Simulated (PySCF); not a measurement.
C₈H₁₁N.
Atom-mapped SMILES: `[N:1]#[C:2][C@@H:3]1[CH2:4][CH2:5][C@H:6]2[CH2:7][C@@H:8]1[CH2:9]2` (hydrogens: H10 on C3; H11, H12 on C4; H13, H14 on C5; H15 on C6; H16, H17 on C7; H18 on C8; H19, H20 on C9)

Computed geometry: GFN2-xTB, gas phase.

(1) Give the optimised bond lengths and angles.

Results:

(1) 
| bond | length (Å) |
| --- | --- |
| N1≡C2 | 1.144 |
| C2–C3 | 1.443 |
| C3–C4 | 1.545 |
| C4–C5 | 1.536 |
| C5–C6 | 1.527 |
| C6–C7 | 1.536 |
| C7–C8 | 1.534 |
| C8–C9 | 1.536 |
| C3–C8 | 1.537 |
| C6–C9 | 1.538 |
| C3–H10 | 1.098 |
| C4–H11 | 1.091 |
| C4–H12 | 1.092 |
| C5–H13 | 1.092 |
| C5–H14 | 1.093 |
| C6–H15 | 1.090 |
| C7–H16 | 1.088 |
| C7–H17 | 1.089 |
| C8–H18 | 1.091 |
| C9–H19 | 1.087 |
| C9–H20 | 1.088 |

A selection of angles:
| angle | degrees |
| --- | --- |
| N1–C2–C3 | 178.9 |
| C2–C3–C4 | 109.4 |
| C2–C3–C8 | 110.3 |
| C2–C3–H10 | 107.5 |
| C4–C3–C8 | 110.7 |
| C4–C3–H10 | 110.4 |
| C8–C3–H10 | 108.5 |
| C3–C4–C5 | 112.3 |
| C3–C4–H11 | 109.7 |
| C3–C4–H12 | 108.4 |
| C5–C4–H11 | 110.3 |
| C5–C4–H12 | 109.2 |
| H11–C4–H12 | 106.8 |
| C4–C5–C6 | 110.9 |
| C4–C5–H13 | 108.9 |
| C4–C5–H14 | 110.4 |
| C6–C5–H13 | 110.4 |
| C6–C5–H14 | 108.8 |
| H13–C5–H14 | 107.5 |
| C5–C6–C7 | 108.9 |
| C5–C6–C9 | 110.5 |
| C5–C6–H15 | 111.7 |
| C7–C6–C9 | 87.4 |
| C7–C6–H15 | 117.8 |
| C9–C6–H15 | 118.2 |
| C6–C7–C8 | 86.3 |
| C6–C7–H16 | 112.5 |
| C6–C7–H17 | 117.3 |
| C8–C7–H16 | 112.2 |
| C8–C7–H17 | 117.3 |
| H16–C7–H17 | 109.5 |
| C7–C8–C9 | 87.5 |
| C7–C8–H18 | 118.5 |
| C9–C8–H18 | 118.5 |
| C3–C8–C7 | 108.2 |
| C3–C8–C9 | 110.3 |
| C3–C8–H18 | 111.5 |
| C8–C9–H19 | 118.1 |
| C8–C9–H20 | 111.5 |
| C6–C9–C8 | 86.2 |
| C6–C9–H19 | 118.3 |
| C6–C9–H20 | 111.9 |
| H19–C9–H20 | 109.2 |

Torsions: C2–C3–C4–C5 -153° (antiperiplanar); C3–C4–C5–C6 31° (synclinal); C4–C5–C6–C7 -64° (synclinal); C5–C6–C7–C8 84° (synclinal); C6–C7–C8–C9 26° (synperiplanar); C7–C8–C9–C6 -26° (synperiplanar); C2–C3–C8–C7 -174° (antiperiplanar); C5–C6–C9–C8 -83° (synclinal).

The 4-membered ring C6–C7–C8–C9 has internal angles of 86.2° to 87.5°; it is puckered, 0.18 Å rms from its mean plane, widest ring torsion 26°. The 9 C–C bonds span 1.443 Å (C2–C3, drawn single) to 1.545 Å (C3–C4, drawn single), a spread of 0.102 Å. The 6-membered ring C3–C4–C5–C6–C9–C8 has internal angles of 86.2° to 112.3° (sum 641°, against 720° for a flat polygon); it is puckered, 0.37 Å rms from its mean plane, widest ring torsion 83°. Of the pairs four or more bonds apart, C4···H19 is among the closest relative to their van der Waals radii: 2.63 Å, 91 % of the sum of Bondi's values. The 6-membered ring C3–C4–C5–C6–C7–C8 has internal angles of 86.3° to 112.3°; it is puckered, 0.31 Å rms from its mean plane, widest ring torsion 84°.

Point group: C1 (no symmetry element, even within 0.4 Å). No frequency check.
